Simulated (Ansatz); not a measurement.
The molecule MnS, multiplicity 6 (the spin of the measured ground state). No spin–orbit coupling. Mn is treated without relativity. The T1 diagnostic near the minimum is 0.058, so single-reference values are doubtful.

D_e counts from the fitted minimum to each atom's lowest state at the same level, without counterpoise.

Codes used: Ansatz (Gaussian orbitals). Values without a source in brackets are computed.

PBE/def2-TZVPP gives 4.185 eV for the bond energy D_e.

Question: Predict the shift from PBE, with its sign, for: r2SCAN/def2-TZVPP, PBE0/def2-TZVPP, wB97M-V/def2-TZVPP.

Answer: r2SCAN/def2-TZVPP -0.312; PBE0/def2-TZVPP -0.887; wB97M-V/def2-TZVPP -1.361 eV. 0 of 3 lie above PBE; the widest gap is to wB97M-V/def2-TZVPP.

Doubts at one or more of the structures used: a spin-contaminated determinant (r2SCAN/def2-TZVPP, PBE0/def2-TZVPP).

Ansatz is a quantum-chemistry and plane-wave program.
